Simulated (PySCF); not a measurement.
**Ions at one geometry of [Bi(PH3)]3+**

PySCF 2.14.0, RKS PBE0, Bi def2-SVP with ECP60, P def2-SVP, H def2-SVP; non-relativistic Hamiltonian with scalar-relativistic core potentials where named; density fitting; no spin-orbit coupling; singlets restricted, open shells unrestricted. The geometry is relaxed for charge +3, singlet, vacuum:

```xyz
5

Bi    0.0000    0.0000   -0.3006
P     0.0000    0.0000    2.5898
H     1.3787    0.0000    2.9791
H    -0.6894    1.1940    2.9791
H    -0.6894   -1.1940    2.9791
```

Energies count from the relaxed state; an electron taken off or put on is at rest in vacuum. Charges and spins are Mulliken's.

```csv
state,energy (eV),spin squared,charge on Bi1 (e),spin on Bi1 (e),dipole about the centre of mass (D)
"charge +3, singlet, vacuum",0.00,0.00,2.00,0.00,9.44
"charge +2, doublet, vacuum",-19.97,0.76,1.29,1.06,7.34
```

**Question.** What does the state charge +4, doublet, vacuum give?

**Answer.** energy (eV) 28.20, spin squared 0.75, charge on Bi1 (e) 2.52, spin on Bi1 (e) 0.45, dipole about the centre of mass (D) 14.27.

With an electron taken off (doublet) the charges change, summed by element, by Bi +0.51 e, P +0.22 e, H +0.27 e. The vertical ionisation energy is 28.20 eV, against −ε(HOMO) = 25.84 eV of the relaxed state. The level lies 2.4 eV too high, as is usual for semilocal functionals and global hybrids, which keep a self-interaction error.

With an electron put on (doublet) the charges change, summed by element, by Bi -0.71 e, P -0.09 e, H -0.20 e. The vertical electron affinity is 19.97 eV, against −ε(LUMO) = 22.19 eV of the relaxed state.

Open shells may have lower solutions than those found.
